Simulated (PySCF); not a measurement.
## C₆ coefficients of unlike pairs at UHF

Calculated with PySCF 2.14 from the dipole response of each species, C₆(A,B) = (3/π) ∫ α_A(iu) α_B(iu) du, in atomic units, from isotropic polarisabilities. For ions this is the dispersion term alone; charge-induced terms of lower order in 1/R come first.

| species | configuration | basis | relativity | α (bohr³) | C₆ (like pair) |
| --- | --- | --- | --- | --- | --- |
| Ti⁺ | [Ar] 3d2 4s1 (4F) | aug-cc-pVDZ (7s6p4d2f) | none | 63.84 | 432.7 |
| P²⁺ | [Ne] 3s2 3p1 (2P) | aug-cc-pCVQZ-DK (10s9p7d5f3g) | spin-free X2C | 9.523 | 34.94 |
| Tl²⁺ | [Xe] 4f14 5d10 6s1 (2S) | aug-cc-pwCVTZ-DK3 with one added diffuse shell each of s, d, f type (12s10p9d6f1g) | spin-free X2C | 14.58 | 89.02 |
| Zn | [Ar] 3d10 4s2 (1S) | def2-TZVPPD (6s6p4d2f1g) | none | 53.27 | 420.8 |

Problem. Estimate C₆ for Zn with P²⁺.

Solution. The integral gives 110.4. The combination rule 2 C_A C_B / (C_A α_B/α_A + C_B α_A/α_B) gives 108.6 and the geometric mean 121.2.

No spin-orbit coupling is included.

The other pairs:

```csv
pair,C₆
"Tl²⁺, P²⁺",54.66
"Tl²⁺, Ti⁺",162.7
"Zn, Tl²⁺",168.6
"P²⁺, Ti⁺",106.1
"Zn, Ti⁺",422.2
```
